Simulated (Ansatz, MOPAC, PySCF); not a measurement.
CH5O2Sb, SMILES `[CH3][Sb]([OH])[OH]` (O–Sb–O–H torsion -90°, O–Sb–O–H torsion -51°), neutral singlet in the gas phase. In the def2 sets core potentials replace the inner electrons of Sb.

Cartesian coordinates (Å):
SMILES: [OH][Sb]([OH])[CH3]
```xyz
9

C      1.3116    -0.1998    -0.1536
Sb    -0.6368     0.1851    -1.0359
O     -0.9630     1.5786     0.3755
O     -1.5590    -1.3604    -0.1596
H      1.5803    -1.2566    -0.2970
H      1.2282     0.0343     0.9184
H      2.0818     0.4421    -0.6060
H     -1.7918     2.0490     0.2052
H     -1.2514    -1.4723     0.7530
```
Charge 0, multiplicity 1.

All levels are single points at this geometry (B3LYP-D3(BJ)/def2-SVP); Pople sets use spherical d functions. Orbital energies aren't observables, and empty levels follow the basis.

```
level                                  HOMO (eV)  LUMO (eV)  gap (eV)  dipole (D)  vertical IE, Delta-SCF (eV)
-------------------------------------  ---------  ---------  --------  ----------  ---------------------------
CAM-B3LYP-D3(BJ)/def2-TZVP in Ansatz       -8.65       0.16      8.81        1.44                            –
PBE-D3(BJ)/def2-TZVP in Ansatz             -6.21      -1.49      4.72        1.21                         9.18
PBE0-D3(BJ)/def2-TZVP in Ansatz            -7.36      -0.73      6.62        1.33                         9.42
B3LYP/6-31G* (LANL2DZ on Sb) in PySCF      -6.93      -0.57      6.36        1.32                         9.32
HF/6-31G* (LANL2DZ on Sb) in PySCF         -9.78       2.60     12.37        1.80                         8.93
AM1 in MOPAC                               -9.82       0.92     10.74        2.02                            –
PM3 in MOPAC                              -10.48      -0.09     10.39        2.45                            –
PM6 in MOPAC                               -9.99       0.67     10.66        1.78                            –
PM7 in MOPAC                              -10.07       0.35     10.42        2.95                            –
```

Ansatz is a quantum-chemistry and plane-wave program.
